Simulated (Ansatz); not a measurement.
Abstraction of H: GeH4 + SiH2(NH)(NH2) → GeH3 + SiH2(NH2)2

Species: GeH4 (germane) `[GeH4]`, singlet; SiH2(NH)(NH2), doublet; GeH3 `[GeH3]`, doublet; SiH2(NH2)2, singlet. A radical takes H: the energy is the difference in strength between the Ge–H bond broken and the N–H bond made.

Shapes, held fixed at every level: PBE0-D4/def2-TZVP. Flexible molecules stand in one conformer, not always the lowest. Programs: Ansatz 0.2.0. The zero-point and thermal change to 298 K, harmonic and unscaled (PBE0-D4/def2-TZVP), is +12.3 kJ/mol.

(1) Estimate ΔH(298 K) of this reaction.

## Answers

(1) The highest level, CCSD(T)/def2-TZVPP, gives ΔH(298 K) = -101.7 kJ/mol; the levels span -108.1 to -67.3. The column of differences is taken from that level and isn't an error. No measured value is set beside it here. Open shells run unrestricted unless RO is named. Relativity is left out for Ge unless named. Correlated rows may include outer-core shells of Ge, which these sets cover unevenly. Times are processor times on shared x86 and Arm servers, and rough.

```tsv
level	kind	ΔH(298 K) (kJ/mol)	less CCSD(T)/def2-TZVPP	CPU time (sum over the molecules)
HF/def2-TZVPP	Hartree–Fock	-67.3	+34.4	–
PBE-D4/def2-TZVPP	GGA	-105.4	-3.7	17 s
r2SCAN-D4/def2-TZVPP	meta-GGA	-98.1	+3.6	27 s
B3LYP-D4/def2-TZVPP	global hybrid	-99.2	+2.5	20 s
wB97M-V/def2-TZVPP	range-separated hybrid	-108.1	-6.4	74 s
wB97X-V/def2-TZVPP	range-separated hybrid	-97.2	+4.5	47 s
CCSD/def2-TZVPP	coupled cluster or CI	-98.8	+2.9	–
CCSD(T)/def2-TZVPP	coupled cluster or CI	-101.7	0.0	33 s
```
